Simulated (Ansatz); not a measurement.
`C[S][Ag-][P+](F)(F)F`. Total charge 0; spin multiplicity 1. Ag takes the def2 core potential.

Cartesian coordinates in Å:
```
C 2.423 -1.078 -0.595
S 0.921 -1.187 -1.619
Ag -0.682 -0.032 -0.440
P -2.337 1.105 0.687
F -3.680 0.384 0.964
F -2.883 2.426 0.088
F -2.003 1.592 2.119
H 2.284 -1.546 0.379
H 3.210 -1.617 -1.125
H 2.747 -0.047 -0.459
```

(1) List the harmonic frequencies (cm⁻¹, unscaled) at PBE0-D4/def2-TZVP in Ansatz. (An estimate is asked.)

Results:

(1) Computed: 8, 41, 49, 114, 130, 164, 169, 193, 352, 357, 359, 504, 725, 917, 931, 934, 953, 970, 1341, 1472, 1477, 3057, 3140, 3145.
